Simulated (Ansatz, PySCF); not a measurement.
This Ansatz (a program for electronic structure) input computes a B3LYP/def2-TZVPD energy:

Ansatz 0.2 input:
```yaml
crystal:
  periodic: [false, false, false]
  atoms:
    - {symbol: Si, position_ang: [-0.02478782, -0.76495358, 0.04003250]}
    - {symbol: Cl, position_ang: [1.69473435, 0.35377364, -0.01137015]}
    - {symbol: Cl, position_ang: [-1.66830922, 0.46170753, -0.03130663]}
    - {symbol: H, position_ang: [-0.05628841, -1.51275578, 1.30528317]}
    - {symbol: H, position_ang: [-0.04590938, -1.64107391, -1.14023303]}
basis:
  gaussian:
    orbitals: def2-TZVPD
hamiltonian:
  xc: {name: B3LYP}
output: {forces: true}
```

Write an input for the same energy in PySCF and say what it gives.


```python
from pyscf import gto, scf, dft

mol = gto.M(
    atom='''
    Si   -0.02478782   -0.76495358    0.04003250
    Cl    1.69473435    0.35377364   -0.01137015
    Cl   -1.66830922    0.46170753   -0.03130663
    H    -0.05628841   -1.51275578    1.30528317
    H    -0.04590938   -1.64107391   -1.14023303
    ''',
    basis='def2-tzvpd',
    charge=0,
    spin=0,
    verbose=4,
)

mf = dft.RKS(mol, xc='b3lyp').density_fit(auxbasis='def2-universal-jkfit')
mf.grids.level = 3
mf.conv_tol = 1e-9
mf.max_cycle = 100
mf.max_memory = 1500
mf.kernel()
if not mf.converged:
    mf = mf.newton()
    mf.kernel(mf.make_rdm1())
mf.analyze()
```
It gives -1211.28227 Eh, and Ansatz -1211.28222 Eh, a difference of 0.05 mEh, from the treatment of integrals and grids.
